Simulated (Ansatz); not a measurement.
Start from `[SH][GeH]([Cl])[Cl]` and change one atom or group to get `[F][GeH]([SH])[Cl]`.

Ansatz, PBE0-D4/def2-TZVP geometries, multiplicity 1. Each molecule was computed in one conformer, which needn't be the lowest.

Scalar relativity is left out up to krypton.

```tsv
property	`[SH][GeH]([Cl])[Cl]`
zero-point energy (PBE0-D4/def2-TZVP) / kJ/mol	53.3
HOMO–LUMO gap (B3LYP/def2-TZVPP) / eV	6.35
HOMO energy (B3LYP/def2-TZVPP) / eV	-7.84
HOMO–LUMO gap (PBE0/def2-TZVPP) / eV	6.93
size of the dipole moment (B3LYP/def2-TZVPP) / D	2.00
LUMO energy (ωB97M-V/def2-TZVPP) / eV	0.84
```

Question: Give the same properties after the change, and the shifts. (Best estimate.)

Answer: The calculation gave: 
```json
{"property": "zero-point energy (PBE0-D4/def2-TZVP) / kJ/mol", "`[F][GeH]([SH])[Cl]`": "55.9", "shift": "2.6"}
{"property": "HOMO–LUMO gap (B3LYP/def2-TZVPP) / eV", "`[F][GeH]([SH])[Cl]`": "6.67", "shift": "0.32"}
{"property": "HOMO energy (B3LYP/def2-TZVPP) / eV", "`[F][GeH]([SH])[Cl]`": "-7.98", "shift": "-0.14"}
{"property": "HOMO–LUMO gap (PBE0/def2-TZVPP) / eV", "`[F][GeH]([SH])[Cl]`": "7.25", "shift": "0.32"}
{"property": "size of the dipole moment (B3LYP/def2-TZVPP) / D", "`[F][GeH]([SH])[Cl]`": "1.47", "shift": "-0.53"}
{"property": "LUMO energy (ωB97M-V/def2-TZVPP) / eV", "`[F][GeH]([SH])[Cl]`": "1.04", "shift": "0.20"}
```

With PBE0 the HOMO falls by 0.14 eV and the LUMO rises by 0.18 eV, so the gap widens by about 0.32 eV. PBE moves the HOMO by -0.13 eV and ωB97M-V by -0.15 eV. Dipoles are sizes alone; their direction can turn.

B3LYP here is the variant with VWN-RPA as its local correlation; programs differ in this.
